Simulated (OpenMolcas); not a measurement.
# Xe⁴⁺: from CASSCF to CASPT2

| Item | Value |
| --- | --- |
| Program | OpenMolcas 26.06 |
| Basis | ANO-RCC-VTZP [7s6p4d2f1g] |
| Scalar Hamiltonian | DKH2, point nucleus |
| Active space | 2 electrons in 3 orbitals (5p) |
| State averaging | 2S+1 = 3 even, 3 roots; 2S+1 = 1 even, 6 roots |
| Spin-orbit coupling | state interaction with AMFI integrals over the reference wave functions, term energies averaged over their components |

Methods on the same reference wave functions:
A. CASSCF
B. SS-CASPT2, IPEA 0.25 Eh, imaginary shift 0.1 Eh (closed shells correlated: 4d 5s)
C. XMS-CASPT2, IPEA 0.25 Eh, imaginary shift 0.1 Eh (closed shells correlated: 4d 5s)

Energies in cm⁻¹ above 5s² 5p² ³P₀, the measured ground level; measured values from Saloman, J. Phys. Chem. Ref. Data 33, 765 (2004).

| Level | A | B | C | Measured |
| --- | --- | --- | --- | --- |
| 5s² 5p² ³P₀ | 0.0 | 0.0 | 0.0 | 0.0 |
| 5s² 5p² ³P₁ | 7565 | 8040 | 8040 | 9292 |
| 5s² 5p² ³P₂ [71 %] | 13082 | 12830 | 12730 | 14127 |
| 5s² 5p² ¹D₂ [71 %] | 28124 | 26280 | 26050 | 28411 |
| 5s² 5p² ¹S₀ | 48052 | 42820 | 42810 | 44470 |

Deviations, from unrounded energies. A percentage is the sum of absolute deviations over the sum of measured energies, with the sign that they share, or ± where signs differ.

| Against measurement | Levels | A | B | C |
| --- | --- | --- | --- | --- |
| mean absolute deviation (cm-1) | 4 | 1700 | 1600 | 1700 |
| fine structure of the ground term (%) | 2 | -11.8 | -10.9 | -11.3 |
| other terms of the ground configuration (%) | 2 | ±5.3 | -5.2 | -5.5 |

A, B lie about equally close to measurement and C furthest from it. The largest miss of B in the table is 5s² 5p² ¹D₂ [71 %], by -2100 cm-1. The ranking rests on the paired levels alone, and a cruder setting can come out closer through cancelling errors.

Between B and C the level of the table that moves most is 5s² 5p² ¹D₂ [71 %], by 240 cm-1 (lowest in C, highest in B). Moves below CASPT2's spread within the term are not significant.

The mean deviations of B to C differ by less than CASPT2's widest spread within a term (580 cm-1), so their order carries little weight.

From A to B the spin-free energies of the other terms of 5s² 5p² shown, above ³P, scale by factors of 0.77 to 0.81.

The lowest spin-free term lies below A's lowest term by 0.511 hartree in B, 0.515 hartree in C.

Term energies are means over components that CASPT2 splits; among the terms shown or strongly mixed into the levels shown the widest spread is 580 cm-1 (5s² 5p² ¹D, C). With the s shell closed, the reference lacks s² → p² mixing. Measured partners are found by configuration, term and J. A level has none where our copy of the source lacks it or the pairing is in doubt (some pairs that miss far off the trend of their configuration count as doubtful), and it then counts in no deviation. Levels of configurations outside the active space are missing.

A share in square brackets marks a mixed level and gives the weight of the term that names it, the lowest over the columns.
